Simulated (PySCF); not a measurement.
# Atomic charges by several schemes

Compound: C4H8NOS (charge +1).
Geometry (GFN2-xTB, Å), atoms numbered from 1 in this order:
```
atom  x, y, z in Å
C1     2.7984    0.2094    0.6051
N2     1.6892    0.0387   -0.1894
C3     0.8260   -0.0746   -0.9497
C4    -0.3859   -0.3503   -1.5446
S5    -1.4928   -1.1139   -0.0257
C6    -2.5576    0.3606    0.1462
O7    -0.5921   -1.0925    1.1027
H8     3.5659    0.7774    0.0749
H9     2.5017    0.7411    1.5118
H10    3.1885   -0.7728    0.8808
H11   -0.3174   -1.1395   -2.2910
H12   -0.8869    0.5239   -1.9505
H13   -1.9703    1.2404    0.3877
H14   -3.2380    0.1589    0.9704
H15   -3.1332    0.5013   -0.7620
```

Density: PBE0/pcSseg-1 (PySCF); schemes: Mulliken, IAO, Hirshfeld and ESP-fitted. Isolated species at its GFN2-xTB geometry (one conformer only).

Atoms with like bonding are taken together and averaged. For which atoms does the sign change between the 4 schemes (beyond +0.03 e in one, beyond −0.03 e in another)?

N2.

Do the Mulliken, IAO, Hirshfeld and ESP-fitted schemes agree on where the charge is lowest?

The schemes don't all agree: Mulliken O7 (-0.530); IAO O7 (-0.819); Hirshfeld O7 (-0.290); ESP-fitted C1 (-0.460).

Which atoms carry the highest charge in the Mulliken, IAO, Hirshfeld and ESP-fitted schemes?

All schemes agree: Mulliken S5 (+0.681); IAO S5 (+1.147); Hirshfeld S5 (+0.442); ESP-fitted S5 (+0.456).

Give the atomic charges in each scheme.

In e; atoms taken as equivalent share a row and are averaged (×n: the atom named and its like, n in all):

```
       atom                 environment  Mulliken     IAO  Hirshfeld  ESP-fitted
         C1             N-methyl carbon    -0.053  -0.324     +0.006      -0.460
         N2      nitrogen bonded to 2 C    -0.349  +0.047     +0.066      +0.157
         C3        triply bonded carbon    +0.430  +0.329     +0.216      +0.292
         C4  sp3 carbon bound to sulfur    -0.376  -0.477     -0.060      -0.376
         S5             sulfinyl sulfur    +0.681  +1.147     +0.442      +0.456
         C6             S-methyl carbon    -0.422  -0.584     -0.112      -0.427
         O7             sulfinyl oxygen    -0.530  -0.819     -0.290      -0.372
  H8/H9/H10             methyl hydrogen    +0.193  +0.220     +0.104      +0.237
        H11          methylene hydrogen    +0.246  +0.234     +0.100      +0.222
        H12          methylene hydrogen    +0.235  +0.224     +0.097      +0.229
H13/H14/H15             methyl hydrogen    +0.187  +0.188     +0.074      +0.190
```

Mean size of the charges over all atoms: IAO 0.360 e, Mulliken 0.297 e, ESP-fitted 0.285 e, Hirshfeld 0.128 e. Each set sums to the total charge, 1, to within 0.001 e. The Hirshfeld scheme divides the density at each point in proportion to the densities of the neutral, spherically averaged free atoms.

Some averages cover members that differ in this geometry: H13/H14/H15, ESP-fitted +0.170 to +0.228; H13/H14/H15, Mulliken +0.176 to +0.209; H13/H14/H15, IAO +0.178 to +0.203 e.

How closely do the schemes follow one another over all atoms?

Correlation coefficient and root-mean-square difference: IAO with Hirshfeld 0.97, 0.307 e; Mulliken with IAO 0.92, 0.197 e; IAO with ESP-fitted 0.91, 0.223 e; Mulliken with Hirshfeld 0.89, 0.206 e; Mulliken with ESP-fitted 0.83, 0.187 e; Hirshfeld with ESP-fitted 0.81, 0.194 e.

How many electrons does the Mulliken scheme count on C3?

Z − q = 6 − (+0.430) = 5.570.
